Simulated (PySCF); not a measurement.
# Telling isomers of C5H7F3O apart by NMR

- NMR shieldings at PBE0/pcSseg-1/GIAO
- GFN2-xTB geometry
- code: PySCF 2.14
- relativity neglected, rapidly exchanging positions averaged, isolated molecule, a single conformation

Chemical shifts δ = σref − σ; 1H (31.72 ppm) and 13C (186.93 ppm) against TMS, all at this level. Splittings of carbon signals by F and P are missing where no couplings were computed. Where no couplings were computed, multiplicities follow the n + 1 count of equivalent neighbours, and m marks all less simple cases (inequivalent or close neighbours, rings, F or P nearby). Shifts are as computed. Against solution values, carbons near 30 ppm lie about +3 ppm off and those near 130 ppm about +5 ppm. Of 1309 compounds with measured shifts, 239 miss one by over three times the rms of a fit or turn the order of signals round; such compounds aren't used in these exercises.

(1) Tabulate the signals of `COCCC(F)=C(F)F`, `C/C=C/OC(F)(F)CF` and their relative energies.

(2) What is the quickest way to tell COCCC(F)=C(F)F from C/C=C/OC(F)(F)CF?

Results:

(1) 
```json
{"SMILES": "COCCC(F)=C(F)F", "carbon types": "2×C 2×CH2 1×CH3", "δC": "167.9, 136.3, 71.5, 61.5, 33.2", "δH": "3.56 (s, 3H), 3.53 (t, 2H), 2.53 (m, 2H)", "E rel. (kcal/mol)": "17.9"}
{"SMILES": "C/C=C/OC(F)(F)CF", "carbon types": "1×C 2×CH 1×CH2 1×CH3", "δC": "146.5, 129.7, 112.6, 82.2, 16.9", "δH": "6.27 (m, 1H), 5.49 (m, 1H), 4.95 (m, 2H), 1.77 (d, 3H)", "E rel. (kcal/mol)": "0.0"}
```

Energies are electronic energies at PBE0/pcSseg-1 on these geometries, without zero-point or thermal terms, each for the one conformer computed, which needn't be the lowest.

(2) Both give the same number of carbon signals, but DEPT or the intensities differ. The first has an allylic sp3 CH2 at 33.2 ppm, the second an alkene carbon bearing oxygen (CH) at 146.5 ppm. Their most deshielded carbons lie at 167.9 and 146.5 ppm. In the proton spectra the most deshielded non-exchanging signals are 3.56 (s, 3H) and 6.27 (m, 1H).
